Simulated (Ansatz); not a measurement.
A run for Ansatz (an electronic-structure program): U-PBE0/def2-TZVPP on BN+, 2S+1 = 4, a spin state set in the input, which need not be the lowest. Charge +1.

Ansatz 0.2 input:
```yaml
crystal:
  periodic: [false, false, false]
  atoms:
    - {symbol: B, position_ang: [0.00000000, 0.00000000, 0.00000000]}
    - {symbol: N, position_ang: [0.00000000, 0.00000000, 1.47200000]}
basis:
  gaussian:
    orbitals: def2-TZVPP
hamiltonian:
  xc: {name: PBE0}
total_charge: 1
magnetization: {spin_polarized: true, initial_magnetization: 3}
relax: {f_tol: 0.002, max_steps: 120}
```

Q: Predict the final total energy.

A: -78.9261 hartree.
